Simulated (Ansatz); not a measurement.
`B[SiH2]CC` + `CC(C)NC(C)C` → `BN(C(C)C)C(C)C` + `CC[SiH3]`  (cleavage of the B–Si bond)

Program: Ansatz. Geometries: PBE0-D4/def2-TZVP. ΔE: electronic, gas phase. CCSD(T)/CBS adds triple-zeta CCSD(T) − MP2 to the extrapolated MP2 energy (def2 sets, frozen cores). DFT in def2-TZVPP. One conformer a species, not always the lowest.

Task: Is it downhill or uphill in electronic energy at CCSD(T)/CBS, and by how much? (Best estimate.)

Result: The calculation gave: Downhill: ΔE = -42.6 kcal/mol.

Task: What do these levels give: ωB97X-V, ωB97M-V, PBE, r2SCAN, r2SCANh, BHLYP, MP2/def2-SVP, CCSD/def2-SVP, CCSD(T)/def2-SVP, MP2/def2-TZVPP, SCS-MP2/def2-TZVPP, HF/CBS(def2)? (Best estimate.)

Result: Ansatz gave: ωB97X-V -41.7, ωB97M-V -43.5, PBE -40.3, r2SCAN -41.8, r2SCANh -41.7, BHLYP -41.0, MP2/def2-SVP -48.6, CCSD/def2-SVP -45.8, CCSD(T)/def2-SVP -47.0, MP2/def2-TZVPP -45.3, SCS-MP2/def2-TZVPP -44.1, HF/CBS(def2) -38.2 kcal/mol.

Largest T1 diagnostic among the species: 0.011.

In def2-TZVPP, CCSD(T) changes the Hartree–Fock value by −5.2 kcal/mol (the triples alone add −1.1 kcal/mol) and MP2 by −7.2 kcal/mol. At CCSD(T), def2-SVP lies −4.4 kcal/mol from the extrapolated value and def2-TZVPP −0.7 kcal/mol.
